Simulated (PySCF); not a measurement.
B(H)(F)(OEt) (C₂H₆BFO), SMILES CCOBF.

The structure is a stationary point at B3LYP-D3(BJ)/def2-SVP. This is a generated structure with no PubChem entry under its InChIKey; it may be hypothetical. The values are those of a single conformer.

Method: ωB97X/def2-TZVP run with PySCF.

Isolated molecule, no solvent.

Estimate the frontier levels, gap, dipole moment and polarisability. (Estimate from the structure and the level; the computed values follow.)


- highest occupied level: -11.67 eV
- lowest empty level: 2.66 eV
- orbital gap: 14.33 eV
- dipole moment: 1.59 D
- quadrupole, principal values (traceless, Buckingham form, about the centre of nuclear charge): -4.36, 1.67, 2.68 D·Å
- mean static polarisability: 42.6 bohr³ (6.31 Å³)
- polarisability, principal values: 37.9, 39.7, 50.2 bohr³
